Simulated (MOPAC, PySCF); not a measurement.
Noncovalent pair: HF (SMILES F) (first 2 atoms) with H2S (SMILES S); geometry from B3LYP-D3(BJ)/def2-TZVP, rigid monomers moved along the line of their centres of mass till H2···S3 is 3.14 Å.
(charge 0, multiplicity 1):
```xyz
5

F      0.004    -0.141    -0.343
H      0.128    -0.354     0.563
S      0.376    -0.848     3.653
H     -0.934    -0.644     3.871
H      0.685     0.433     3.917
```

Monomers are frozen at their geometry in the pair; levels with a basis set take the counterpoise correction. Rows marked so take none.

Rows in 6-311+G** carry no dispersion term and start afresh at each structure. The state that AM1, PM6 reach isn't checked.

Run with MOPAC for AM1, PM6 (differences of heats of formation); PySCF for 6-311+G** rows. 

Task: Give the interaction energy at the level AM1.

Result: -5 kJ/mol
